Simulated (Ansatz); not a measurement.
formic acid (CH2O2), singlet, geometry from GFN2-xTB; PBE0/def2-SV(P) in Ansatz (a program for electronic structure).

Input for Ansatz:
Ansatz 0.2 input:
```yaml
crystal:
  periodic: [false, false, false]
  atoms:
    - {symbol: O, position_ang: [-1.01613456, -0.43506422, 0.00008010]}
    - {symbol: C, position_ang: [-0.00172708, 0.41293984, -0.00731108]}
    - {symbol: O, position_ang: [1.15287091, 0.11408067, 0.00661676]}
    - {symbol: H, position_ang: [-0.69904529, -1.35443854, 0.01870322]}
    - {symbol: H, position_ang: [-0.38448302, 1.44466792, -0.02841162]}
basis:
  gaussian:
    orbitals: def2-SV_P_.json
    fitting: {mean_field: def2-universal-JKFIT}
hamiltonian:
  xc: pbe0
```
The basis file holds def2-SV(P) in the JSON format of the Basis Set Exchange.

**Question.** What does Ansatz print? Leave out banner, timings and long lists.

**Answer.** 
```
Functional definition: PBE0
265 factors; integrals over basis functions are off by at most 9.5e-2 eV
mean field evaluation 1: about -5150.2710 eV, gradient 4.6e1 eV
mean field evaluation 2: about -5145.8189 eV, gradient 6.8e1 eV
mean field evaluation 4: about -5153.9205 eV, gradient 3.2e0 eV
mean field evaluation 8: about -5153.9352 eV, gradient 2.3e-2 eV
mean field -5153.93520775 eV, -189.4036254219 hartree, gradient 1.6e-5 eV, S^2 0.000000; 0 other end points of the search recorded, 0 dependent functions left out
reference -5153.93522205 eV, -189.4036259474 hartree; 12, 12 occupied and 34, 34 virtual orbitals, 265 factors
Total energy: -5153.93522205 eV, -189.4036259474 hartree
```
